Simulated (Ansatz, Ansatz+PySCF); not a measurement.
```yaml
atoms:
  - { symbol: Mn, position_ang: [0.0000, 0.0000, 0.0000] }
  - { symbol: O, position_ang: [1.4501, 0.0000, 0.6762] }
  - { symbol: O, position_ang: [-1.4501, 0.0000, 0.6762] }
```

Basis set: def2-SVP (spherical functions). Charge 0, multiplicity 4.

Computed with Ansatz (development build ahead of 0.2.0); each method stands on the lowest determinant of its kind that the runs found. Restricted functionals stand beside restricted open-shell atoms, which can lie above the unrestricted atoms usual in DFT and then raise those values.

The atomization energy at this shape (free ground-state atoms in the same class of orbitals less the molecule, no zero-point energy) of quartet MnO₂:

```json
{"method": "PBE0 (unrestricted)", "atomization energy": "7.51 eV"}
{"method": "PBE0 (restricted open-shell)", "atomization energy": "7.34 eV"}
{"method": "UHF", "atomization energy": "0.31 eV"}
```

(1) What does ROHF give?

Results:

(1) -4.33 eV. Caution: another spin multiplicity may lie lower. Caution for PBE0 (unrestricted): the unrestricted determinant is spin contaminated. Caution for UHF: the unrestricted determinant is a mixture of spin states. Caution for ROHF: an unrestricted determinant lies well below; no wide search was run, a lower solution can exist; the molecule lies well above its atoms at this level.
